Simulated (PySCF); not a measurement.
C3H9GeNO (SMILES C[O][Ge][N](C)C), singlet, geometry from GFN2-xTB; PySCF with CASSCF(6,7)/STO-3G.

The PySCF input:
```python
from pyscf import gto, scf, mcscf
import numpy

mol = gto.Mole()
mol.atom = '''
    Ge    0.49046528   -0.75415381    0.23101887
    O     1.55846973    0.37299052   -0.59102771
    C     1.80928574    1.59126538   -1.24035425
    H     1.60770621    2.43762203   -0.57842705
    H     2.86310201    1.61674955   -1.53151290
    H     1.19462452    1.69096135   -2.13888294
    N    -1.19169197    0.02263940    0.30463033
    C    -1.64397813    1.30112519   -0.18738225
    C    -2.26110621   -0.71526901    0.94080508
    H    -2.44430673    1.17947923   -0.92767791
    H    -2.03251856    1.92380182    0.62789158
    H    -0.81202938    1.82010262   -0.65593945
    H    -2.66830084   -0.16249381    1.79497976
    H    -3.08029919   -0.90719629    0.23861631
    H    -1.87398943   -1.67123404    1.29574663
'''
mol.basis = 'sto-3g'
mol.verbose = 4
mol.build()

mf = scf.RHF(mol)
mf.kernel()
mc = mcscf.CASSCF(mf, 7, 6)
mc.fix_spin_(ss=0.0)
mc.kernel()
occ = numpy.linalg.eigvalsh(mc.fcisolver.make_rdm1(mc.ci, mc.ncas, mc.nelecas))[::-1]
ss = mc.fcisolver.spin_square(mc.ci, mc.ncas, mc.nelecas)[0]
print('natural occupations', occ.round(4), ' <S^2>', round(ss, 4))
```

Problem. Write the output that PySCF gives for this input, abridged.

Solution. 
```
PySCF version 2.14.0

[INPUT] verbose = 4
[INPUT] num. atoms = 15
[INPUT] num. electrons = 74
[INPUT] charge = 0
[INPUT] spin (= nelec alpha-beta = 2S) = 0
[INPUT] symmetry False subgroup None
[INPUT] Mole.unit = angstrom
[INPUT] Symbol           X                Y                Z      unit          X                Y                Z       unit  Magmom
[...]
nuclear repulsion = 457.363709862631
number of shells = 32
number of NR pGTOs = 156
number of NR cGTOs = 52
basis = sto-3g
ecp = {}

******** <class 'pyscf.scf.hf.RHF'> ********
method = RHF
initial guess = minao
damping factor = 0
level_shift factor = 0
DIIS = <class 'pyscf.scf.diis.CDIIS'>
diis_start_cycle = 1
diis_space = 8
diis_damp = 0
SCF conv_tol = 1e-09
SCF conv_tol_grad = None
SCF max_cycles = 50
direct_scf = True
direct_scf_tol = 1e-13
Set gradient conv threshold to 3.16228e-05
Initial guess from minao.
init E= -2294.82975314967
[...]
cycle= 1 E= -2296.60496742468  delta_E= -1.78  |g|= 0.645  |ddm|= 4.64
[...]
cycle= 2 E= -2296.76699026856  delta_E= -0.162  |g|= 0.262  |ddm|= 1.28
[...]
cycle= 3 E= -2296.78912512174  delta_E= -0.0221  |g|= 0.0695  |ddm|= 0.45
[...]
cycle= 4 E= -2296.7919738856  delta_E= -0.00285  |g|= 0.0235  |ddm|= 0.152
[...]
cycle= 5 E= -2296.7923930048  delta_E= -0.000419  |g|= 0.00709  |ddm|= 0.0648
[...]
cycle= 6 E= -2296.79246166211  delta_E= -6.87e-05  |g|= 0.00274  |ddm|= 0.0289
[...]
cycle= 7 E= -2296.79246988546  delta_E= -8.22e-06  |g|= 0.000622  |ddm|= 0.0116
[...]
cycle= 8 E= -2296.79247023703  delta_E= -3.52e-07  |g|= 0.000158  |ddm|= 0.00211
[...]
cycle= 9 E= -2296.79247026622  delta_E= -2.92e-08  |g|= 4.12e-05  |ddm|= 0.000633
[...]
cycle= 10 E= -2296.79247026833  delta_E= -2.11e-09  |g|= 1.01e-05  |ddm|= 0.00016
[...]
cycle= 11 E= -2296.79247026845  delta_E= -1.26e-10  |g|= 1.32e-06  |ddm|= 4.56e-05
[...]
Extra cycle  E= -2296.79247026846  delta_E= -9.09e-13  |g|= 5.38e-07  |ddm|= 2.68e-06
converged SCF energy = -2296.79247026846

******** <class 'pyscf.mcscf.mc1step.CASSCF'> ********
CAS (3e+3e, 7o), ncore = 34, nvir = 11
max_cycle_macro = 50
max_cycle_micro = 4
conv_tol = 1e-07
conv_tol_grad = None
orbital rotation max_stepsize = 0.02
orbital rotation threshold for CI restart = 0.01
augmented hessian ah_max_cycle = 30
augmented hessian ah_conv_tol = 1e-12
augmented hessian ah_linear dependence = 1e-14
augmented hessian ah_level shift = 1e-08
augmented hessian ah_start_tol = 2.5
augmented hessian ah_start_cycle = 3
augmented hessian ah_grad_trust_region = 3
kf_trust_region = 3
kf_interval = 4
ci_response_space = 4
ci_grad_trust_region = 3
with_dep4 0
natorb = False
canonicalization = True
sorting_mo_energy = False
ao2mo_level = 2
internal_rotation = False
******** <class 'pyscf.fci.addons.SpinPenaltyFCISolver'> ********
max. cycles = 50
conv_tol = 1e-08
davidson only = True
linear dependence = 1e-12
level shift = 0.001
max iter space = 12
nroots = 1
pspace_size = 400
spin = None
CASCI E = -2296.81310551231  S^2 = 0.0000000
Set conv_tol_grad to 0.000316228
macro iter   1 ( 21 JK    4 micro), CASSCF E = -2296.82561883487  dE = -1.25133226e-02  S^2 = 0.0000000
               |grad[o]|=0.0235  |grad[c]|=0.102  |ddm|=0.0414  |maxRot[o]|= 0.19
macro iter   2 ( 21 JK    4 micro), CASSCF E = -2296.82923237765  dE = -3.61354278e-03  S^2 = 0.0000000
               |grad[o]|=0.0193  |grad[c]|=0.0352  |ddm|=0.0192  |maxRot[o]|=0.141
macro iter   3 ( 21 JK    4 micro), CASSCF E = -2296.83060061101  dE = -1.36823336e-03  S^2 = 0.0000000
               |grad[o]|=0.00973  |grad[c]|=0.0077  |ddm|=0.00782  |maxRot[o]|=0.314
macro iter   4 ( 21 JK    4 micro), CASSCF E = -2296.83133871265  dE = -7.38101640e-04  S^2 = 0.0000000
               |grad[o]|=0.00645  |grad[c]|=0.00355  |ddm|=0.00512  |maxRot[o]|=0.314
macro iter   5 (  7 JK    2 micro), CASSCF E = -2296.83217914616  dE = -8.40433516e-04  S^2 = 0.0000000
               |grad[o]|=0.00467  |grad[c]|=0.00782  |ddm|=0.00968  |maxRot[o]|=0.0696
macro iter   6 (  7 JK    2 micro), CASSCF E = -2296.83286397973  dE = -6.84833572e-04  S^2 = 0.0000000
               |grad[o]|=0.00466  |grad[c]|=0.00951  |ddm|=0.00969  |maxRot[o]|=0.0699
macro iter   7 ( 21 JK    4 micro), CASSCF E = -2296.83285099548  dE =  1.29842510e-05  S^2 = 0.0000000
               |grad[o]|=0.00649  |grad[c]|=0.0172  |ddm|=0.00913  |maxRot[o]|=0.0308
macro iter   8 ( 21 JK    4 micro), CASSCF E = -2296.83328176721  dE = -4.30771729e-04  S^2 = 0.0000000
               |grad[o]|=0.00411  |grad[c]|=0.00492  |ddm|=0.0068  |maxRot[o]|=0.048
macro iter   9 ( 21 JK    4 micro), CASSCF E = -2296.83332999280  dE = -4.82255891e-05  S^2 = 0.0000000
               |grad[o]|=0.00446  |grad[c]|=0.0078  |ddm|=0.00778  |maxRot[o]|=0.0219
macro iter  10 ( 21 JK    4 micro), CASSCF E = -2296.83327515282  dE =  5.48399826e-05  S^2 = 0.0000000
               |grad[o]|=0.00402  |grad[c]|=0.0107  |ddm|=0.00473  |maxRot[o]|=0.0113
macro iter  11 ( 21 JK    4 micro), CASSCF E = -2296.83358190011  dE = -3.06747289e-04  S^2 = 0.0000000
               |grad[o]|=0.00415  |grad[c]|=0.00437  |ddm|=0.00616  |maxRot[o]|=0.0355
macro iter  12 ( 20 JK    4 micro), CASSCF E = -2296.83379011501  dE = -2.08214904e-04  S^2 = 0.0000000
               |grad[o]|=0.00398  |grad[c]|=0.00747  |ddm|=0.00654  |maxRot[o]|=0.0286
macro iter  13 ( 21 JK    4 micro), CASSCF E = -2296.83373210478  dE =  5.80102287e-05  S^2 = 0.0000000
               |grad[o]|=0.00383  |grad[c]|=0.00917  |ddm|=0.00369  |maxRot[o]|=0.0104
macro iter  14 ( 20 JK    4 micro), CASSCF E = -2296.83396943361  dE = -2.37328827e-04  S^2 = 0.0000000
               |grad[o]|=0.00392  |grad[c]|=0.00265  |ddm|=0.00457  |maxRot[o]|=0.0281
macro iter  15 ( 20 JK    4 micro), CASSCF E = -2296.83401485054  dE = -4.54169303e-05  S^2 = 0.0000000
               |grad[o]|=0.00363  |grad[c]|=0.00596  |ddm|=0.00363  |maxRot[o]|=0.0185
macro iter  16 ( 21 JK    4 micro), CASSCF E = -2296.83397885827  dE =  3.59922674e-05  S^2 = 0.0000000
[...]
macro iter  22 (  7 JK    2 micro), CASSCF E = -2296.83489772862  dE = -3.27868407e-04  S^2 = 0.0000000
               |grad[o]|=0.00265  |grad[c]|=0.00386  |ddm|=0.00305  |maxRot[o]|=0.0545
macro iter  23 ( 15 JK    4 micro), CASSCF E = -2296.83462939335  dE =  2.68335273e-04  S^2 = 0.0000000
               |grad[o]|=0.00213  |grad[c]|=0.00418  |ddm|=0.00536  |maxRot[o]|=0.048
macro iter  24 ( 11 JK    3 micro), CASSCF E = -2296.83483948088  dE = -2.10087533e-04  S^2 = 0.0000000
               |grad[o]|=0.00272  |grad[c]|=0.0014  |ddm|=0.00184  |maxRot[o]|=0.0281
macro iter  25 (  7 JK    2 micro), CASSCF E = -2296.83505322016  dE = -2.13739277e-04  S^2 = 0.0000000
               |grad[o]|=0.00215  |grad[c]|=0.00226  |ddm|=0.0025  |maxRot[o]|=0.0352
macro iter  26 (  6 JK    2 micro), CASSCF E = -2296.83524796975  dE = -1.94749596e-04  S^2 = 0.0000000
               |grad[o]|=0.00196  |grad[c]|=0.00277  |ddm|=0.00346  |maxRot[o]|=0.0358
macro iter  27 ( 15 JK    4 micro), CASSCF E = -2296.83468786654  dE =  5.60103215e-04  S^2 = 0.0000000
               |grad[o]|=0.00202  |grad[c]|=0.0167  |ddm|=0.0236  |maxRot[o]|=0.0991
macro iter  28 ( 20 JK    4 micro), CASSCF E = -2296.83497933755  dE = -2.91471017e-04  S^2 = 0.0000000
               |grad[o]|=0.00347  |grad[c]|=0.00368  |ddm|=0.00117  |maxRot[o]|=0.0356
macro iter  29 (  7 JK    2 micro), CASSCF E = -2296.83521471232  dE = -2.35374765e-04  S^2 = 0.0000000
               |grad[o]|=0.00217  |grad[c]|=0.00251  |ddm|=0.00259  |maxRot[o]|=0.0353
macro iter  30 (  6 JK    2 micro), CASSCF E = -2296.83543146053  dE = -2.16748210e-04  S^2 = 0.0000000
               |grad[o]|=0.00212  |grad[c]|=0.00256  |ddm|=0.00318  |maxRot[o]|=0.0355
macro iter  31 (  6 JK    2 micro), CASSCF E = -2296.83571867341  dE = -2.87212878e-04  S^2 = 0.0000000
               |grad[o]|=0.00229  |grad[c]|=0.00284  |ddm|=0.00417  |maxRot[o]|=0.0421
macro iter  32 (  6 JK    2 micro), CASSCF E = -2296.83607254150  dE = -3.53868090e-04  S^2 = 0.0000000
               |grad[o]|=0.0026  |grad[c]|=0.0027  |ddm|=0.0048  |maxRot[o]|=0.0458
macro iter  33 (  6 JK    2 micro), CASSCF E = -2296.83644521110  dE = -3.72669605e-04  S^2 = 0.0000000
               |grad[o]|=0.00281  |grad[c]|=0.00257  |ddm|=0.00526  |maxRot[o]|=0.0478
macro iter  34 (  6 JK    2 micro), CASSCF E = -2296.83677505422  dE = -3.29843117e-04  S^2 = 0.0000000
               |grad[o]|=0.00269  |grad[c]|=0.0027  |ddm|=0.00533  |maxRot[o]|=0.0489
macro iter  35 ( 15 JK    4 micro), CASSCF E = -2296.83612004839  dE =  6.55005830e-04  S^2 = 0.0000000
               |grad[o]|=0.00215  |grad[c]|=0.0133  |ddm|=0.0154  |maxRot[o]|=0.108
macro iter  36 ( 20 JK    4 micro), CASSCF E = -2296.83642360693  dE = -3.03558541e-04  S^2 = 0.0000000
               |grad[o]|=0.00343  |grad[c]|=0.00404  |ddm|=0.00107  |maxRot[o]|=0.0415
macro iter  37 ( 21 JK    4 micro), CASSCF E = -2296.83641937446  dE =  4.23246593e-06  S^2 = 0.0000000
               |grad[o]|=0.00231  |grad[c]|=0.00681  |ddm|=0.00281  |maxRot[o]|=0.00432
macro iter  38 ( 19 JK    4 micro), CASSCF E = -2296.83663724475  dE = -2.17870288e-04  S^2 = 0.0000000
               |grad[o]|=0.00239  |grad[c]|=0.000722  |ddm|=0.00132  |maxRot[o]|=0.0333
macro iter  39 ( 21 JK    4 micro), CASSCF E = -2296.83663589011  dE =  1.35463915e-06  S^2 = 0.0000000
               |grad[o]|=0.002  |grad[c]|=0.00469  |ddm|=0.00191  |maxRot[o]|=0.00457
macro iter  40 ( 22 JK    4 micro), CASSCF E = -2296.83681824026  dE = -1.82350144e-04  S^2 = 0.0000000
               |grad[o]|=0.00209  |grad[c]|=0.000516  |ddm|=0.0013  |maxRot[o]|=0.0329
macro iter  41 ( 21 JK    4 micro), CASSCF E = -2296.83681531343  dE =  2.92682489e-06  S^2 = 0.0000000
               |grad[o]|=0.00165  |grad[c]|=0.00372  |ddm|=0.00153  |maxRot[o]|=0.00563
macro iter  42 ( 16 JK    3 micro), CASSCF E = -2296.83693377119  dE = -1.18457754e-04  S^2 = 0.0000000
               |grad[o]|=0.00175  |grad[c]|=0.00098  |ddm|=0.00144  |maxRot[o]|=0.0249
macro iter  43 ( 21 JK    4 micro), CASSCF E = -2296.83693211451  dE =  1.65667325e-06  S^2 = 0.0000000
               |grad[o]|=0.00135  |grad[c]|=0.00312  |ddm|=0.00132  |maxRot[o]|=0.00595
macro iter  44 ( 16 JK    3 micro), CASSCF E = -2296.83701270038  dE = -8.05858622e-05  S^2 = 0.0000000
               |grad[o]|=0.00144  |grad[c]|=0.00064  |ddm|=0.00113  |maxRot[o]|=0.022
macro iter  45 ( 21 JK    4 micro), CASSCF E = -2296.83700874635  dE =  3.95402049e-06  S^2 = 0.0000000
               |grad[o]|=0.00106  |grad[c]|=0.0028  |ddm|=0.00112  |maxRot[o]|=0.00493
macro iter  46 ( 17 JK    3 micro), CASSCF E = -2296.83704853694  dE = -3.97905837e-05  S^2 = 0.0000000
               |grad[o]|=0.00114  |grad[c]|=0.000546  |ddm|=0.000732  |maxRot[o]|=0.0131
macro iter  47 ( 21 JK    4 micro), CASSCF E = -2296.83704639720  dE =  2.13974363e-06  S^2 = 0.0000000
               |grad[o]|=0.000886  |grad[c]|=0.0026  |ddm|=0.00104  |maxRot[o]|=0.0031
macro iter  48 ( 25 JK    4 micro), CASSCF E = -2296.83708781883  dE = -4.14216352e-05  S^2 = 0.0000000
               |grad[o]|=0.000941  |grad[c]|=0.000885  |ddm|=0.000565  |maxRot[o]|=0.0183
macro iter  49 ( 17 JK    4 micro), CASSCF E = -2296.83708664270  dE =  1.17613263e-06  S^2 = 0.0000000
               |grad[o]|=0.000566  |grad[c]|=0.00182  |ddm|=0.000822  |maxRot[o]|=0.00501
macro iter  50 ( 24 JK    4 micro), CASSCF E = -2296.83710841166  dE = -2.17689653e-05  S^2 = 0.0000000
               |grad[o]|=0.00063  |grad[c]|=0.000876  |ddm|=0.000426  |maxRot[o]|=0.0164
1-step CASSCF not converged,  50 macro (844 JK 174 micro) steps
CASSCF canonicalization
Density matrix diagonal elements [1.98202017 1.95309302 1.9589173  0.0624572  0.00953018 0.02925523
 0.0047269 ]
CASSCF energy = -2296.83710841166
CASCI E = -2296.83710841166  E(CI) = -7.90912675225127  S^2 = 0.0000000
natural occupations [1.9823 1.9635 1.96   0.052  0.0319 0.0066 0.0036]  <S^2> 0.0
```

Convergence was not reached.
